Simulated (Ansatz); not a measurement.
Computed with Ansatz on PBE0-D4/def2-TZVP structures; ΔE is electronic, products minus reactants. CCSD(T)/CBS is the MP2 limit (def2-TZVPP, def2-QZVPP) plus CCSD(T) − MP2 in def2-TZVPP, frozen cores. DFT in def2-TZVPP. Each species was taken in one conformer, which may not be the lowest.

Consider the formal exchange of groups at a B–C bond: `CNBCN` + `NCO[SiH3]` → `CNB[SiH3]` + `NCOCN`.

`CNBCN`:

Cartesian coordinates in Å:
```
C 0.786 1.708 1.570
N 0.235 0.491 1.025
B 0.239 0.097 -0.307
C -0.330 -1.310 -0.736
N -0.880 -1.315 -2.088
H 1.186 2.311 0.756
H 0.024 2.297 2.091
H 1.598 1.505 2.276
H -0.172 -0.121 1.717
H 0.710 0.851 -1.115
H 0.532 -1.994 -0.725
H -1.022 -1.702 0.030
H -1.601 -0.612 -2.186
H -1.305 -2.206 -2.309
```

`NCO[SiH3]`:

```xyz
11

N    -1.327    1.526    0.657
C    -0.859    0.355    0.012
O     0.536    0.131    0.221
Si    1.348   -1.152   -0.407
H    -0.848    2.349    0.314
H    -1.188    1.473    1.657
H    -1.049    0.444   -1.064
H    -1.419   -0.507    0.393
H     0.774   -2.440    0.078
H     2.755   -1.023    0.036
H     1.278   -1.155   -1.896
```

`CNB[SiH3]`:

Z-matrix (Å, degrees):
```
C
N 1 1.446
H 1 1.094 2 111.3
H 1 1.089 2 109.0 3 -119.6
H 1 1.094 2 111.3 3 120.7
B 2 1.384 1 127.0 3 119.8
H 2 1.009 1 113.5 3 -60.2
Si 6 2.014 2 120.4 1 180.0
H 6 1.201 2 117.4 1 -0.0
H 8 1.492 6 111.7 2 120.3
H 8 1.495 6 111.8 2 0.1
H 8 1.492 6 111.7 2 -120.0
```

`NCOCN`:

Z-matrix (Å, degrees):
```
C
O 1 1.417
N 1 1.420 2 112.1
H 1 1.099 2 109.4 3 -121.1
H 1 1.099 2 109.4 3 121.1
C 2 1.417 1 112.5 3 180.0
H 3 1.012 1 110.8 2 59.8
H 3 1.012 1 110.8 2 -59.8
N 6 1.420 2 112.1 1 180.0
H 6 1.099 2 109.4 1 58.9
H 6 1.099 2 109.4 1 -58.9
H 9 1.012 6 110.8 2 59.8
H 9 1.012 6 110.8 2 -59.8
```

```tsv
level	ΔE (kJ/mol)	difference from CCSD(T)/CBS
PBE-D4	111.7	-21.4
r2SCAN-D4	125.2	-7.9
PBE0-D4	119.1	-14.0
ωB97M-V	133.2	0.1
B2PLYP	133.7	0.6
PBE	111.2	-21.9
r2SCAN	125.1	-8.0
PBE0	118.7	-14.4
HF/def2-TZVPP	144.7	11.6
CCSD/def2-TZVPP	132.0	-1.1
CCSD(T)/def2-TZVPP	128.5	-4.6
HF/def2-QZVPP	146.9	13.8
MP2/def2-QZVPP	142.6	9.5
HF/CBS(def2)	147.2	14.1
MP2/CBS(def2)	143.8	10.7
CCSD/CBS(def2)	136.7	3.6
CCSD(T)/CBS	133.1	0
```

Largest T1 diagnostic among the species: 0.014.

From PBE to PBE0 (25 % exact exchange), in def2-TZVPP and without D4, ΔE moves by +7.5 kJ/mol. In def2-TZVPP, CCSD(T) changes the Hartree–Fock value by −16.2 kJ/mol (the triples alone add −3.6 kJ/mol) and MP2 by −5.6 kJ/mol.
